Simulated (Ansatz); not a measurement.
`[NH2][Al]([F])[SH]` + `[SiH3]N[SiH2]S` → `[NH2][Al]([SH])[SH]` + `F[SiH2]N[SiH3]`  (redistribution)

Gas-phase electronic energies from Ansatz, PBE0-D4/def2-TZVP geometries. CCSD(T)/CBS is the MP2 limit (def2-TZVPP, def2-QZVPP) plus CCSD(T) − MP2 in def2-TZVPP, frozen cores. This one scheme is used for every species. Each species was taken in one conformer, which may not be the lowest.

`[NH2][Al]([F])[SH]`:

```xyz
7

N     1.266   -0.670   -0.304
Al   -0.136    0.350   -0.054
F    -0.095    1.919   -0.557
S    -1.937   -0.394    0.904
H     2.119   -0.368   -0.744
H     1.330   -1.636   -0.030
H    -2.546    0.799    0.784
```

`[SiH3]N[SiH2]S`:

```xyz
11

Si   -1.270    1.180    0.461
N     0.227    0.326    0.600
Si    1.138   -0.460   -0.625
S     1.397   -2.555   -0.290
H    -1.718    1.059   -0.948
H    -2.301    0.605    1.366
H    -1.125    2.620    0.810
H     0.599    0.239    1.537
H     2.543    0.017   -0.689
H     0.427   -0.194   -1.898
H     0.083   -2.837   -0.325
```

`[NH2][Al]([SH])[SH]`:

Z-matrix (Å, degrees):
```
N
Al 1 1.759
H 1 1.006 2 125.5
H 1 1.007 2 124.2 3 179.6
S 2 2.184 1 122.1 3 0.7
S 2 2.181 1 119.0 3 -179.3
H 5 1.344 2 93.2 1 0.8
H 6 1.344 2 92.7 1 -179.1
```

`F[SiH2]N[SiH3]`:

Cartesian coordinates in Å:
```
F 0.574 -2.317 -0.916
Si -0.609 -1.330 -0.481
N -0.149 0.312 -0.541
Si 0.610 1.256 0.699
H -1.710 -1.564 -1.443
H -0.955 -1.677 0.914
H -0.241 0.759 -1.443
H 1.999 1.643 0.332
H 0.635 0.415 1.920
H -0.154 2.505 0.958
```

```
             level  ΔE (kJ/mol)
   CCSD/def2-TZVPP        -14.3
CCSD(T)/def2-TZVPP        -13.7
```

**Question.** What does CCSD(T)/CBS give? (Estimate.)

**Answer.** Ansatz gave: -12.9 kJ/mol. The listed levels differ from it by -1.4, -0.8 kJ/mol.

Largest T1 diagnostic among the species: 0.011.

In def2-TZVPP, CCSD(T) changes the Hartree–Fock value by +7.8 kJ/mol (the triples alone add +0.6 kJ/mol) and MP2 by +8.8 kJ/mol.
